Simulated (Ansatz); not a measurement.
The cluster Al₄N₄. Charge 0, multiplicity 3. Geometry r2SCAN-D4/def2-SVPD, that of the charge -1 doublet.

| atom | x (Å) | y (Å) | z (Å) |
| --- | --- | --- | --- |
| Al1 | 1.3798 | -0.3555 | 1.3810 |
| Al2 | -1.3798 | 0.3555 | -1.3811 |
| Al3 | 1.4148 | 0.0851 | -1.3916 |
| Al4 | -1.4147 | -0.0850 | 1.3916 |
| N5 | -0.0296 | -0.3858 | 2.4246 |
| N6 | 2.4439 | -0.2363 | -0.0081 |
| N7 | 0.0295 | 0.3850 | -2.4248 |
| N8 | -2.4438 | 0.2371 | 0.0082 |

At PBE0-D4/def2-TZVPD a singlet of charge 0 lies 2.21 eV below the triplet at the same geometry. The structure comes from a short search, and lower isomers may exist.

Problem. Estimate the α-spin orbital energies around the gap (eV) in Ansatz with PBE-D4/def2-TZVPD, PBE0-D4/def2-TZVPD.

Solution. 
| orbital | PBE-D4/def2-TZVPD | PBE0-D4/def2-TZVPD |
| --- | --- | --- |
| HOMO−5 | -7.14 | -8.51 |
| HOMO−4 | -7.09 | -8.47 |
| HOMO−3 | -7.09 | -8.47 |
| HOMO−2 | -6.59 | -7.97 |
| HOMO−1 | -6.55 | -7.88 |
| HOMO | -4.39 | -4.76 |
| LUMO | -2.98 | -2.33 |
| LUMO+1 | -2.97 | -2.32 |
| LUMO+2 | -2.63 | -1.96 |
| LUMO+3 | -1.75 | -0.95 |
| LUMO+4 | -1.36 | -0.70 |
| LUMO+5 | -1.27 | -0.47 |
| β HOMO | -6.34 | -7.13 |
| β LUMO | -5.95 | -5.51 |
